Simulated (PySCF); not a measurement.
# How methods differ on the ionisation energy of W⁵⁶⁺

W⁵⁶⁺ [Ar] → W⁵⁷⁺ [Ne] 3s2 3p5 [3p1/2^2 3p3/2^3, M_J = 3/2], as a difference of total energies. Calculation: PySCF 2.14, in an even-tempered Gaussian basis (18 s from 16 bohr⁻², ratio 2.4; 14 p from 21 bohr⁻², ratio 2.4; 4 d from 79 bohr⁻², ratio 2.6; 4 f from 120 bohr⁻², ratio 2.6); the two-component X2C-1e Hamiltonian. Correlated levels: 1s2 frozen; the 48 highest virtual spinors dropped. "Screened" scales the spin-orbit matrix elements by Boettger's factors to mimic the two-electron term; Breit and QED terms are absent.

```csv
method,ionisation energy (eV)
GHF (spin-free),5832.9
GMP2 (spin-free),5833.9
GHF (screened spin-orbit),5729.9
GMP2 (screened spin-orbit),5730.9
```

Breit and QED terms and the two-electron picture change are absent.

The spin-free rows lack the spin-orbit shift.

For comparison: 5719 ± 5 eV (semi-empirical (NIST evaluation); NIST Atomic Spectra Database, ionization energies).
